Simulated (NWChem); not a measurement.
Species: C2H7O cation; SMILES CC[OH2+]

Computed with NWChem. Pople sets run with spherical d functions. Each level has its own optimisation; frequencies are unscaled. Brackets give each atom's bonded neighbours. One conformer.

```json
[
 {"level": "B3LYP/3-21G", "r C–C (Å)": "1.510", "r C–O (Å)": "1.577", "r C–H [C(CHHO)–H(C)] (Å)": "1.090", "r H–O (Å)": "0.995", "highest harmonic frequency (cm⁻¹)": "3599", "lowest (cm⁻¹)": "158", "zero-point energy (kcal/mol)": "57.5"},
 {"level": "Hartree-Fock/6-31G*", "r C–C (Å)": "1.504", "r C–O (Å)": "1.548", "r C–H [C(CHHO)–H(C)] (Å)": "1.076", "r H–O (Å)": "0.962", "highest harmonic frequency (cm⁻¹)": "3969", "lowest (cm⁻¹)": "187", "zero-point energy (kcal/mol)": "61.9"},
 {"level": "PBE0/def2-SVP", "r C–C (Å)": "1.494", "r C–O (Å)": "1.524", "r C–H [C(CHHO)–H(C)] (Å)": "1.097", "r H–O (Å)": "0.977", "highest harmonic frequency (cm⁻¹)": "3766", "lowest (cm⁻¹)": "216", "zero-point energy (kcal/mol)": "58.2"}
]
```
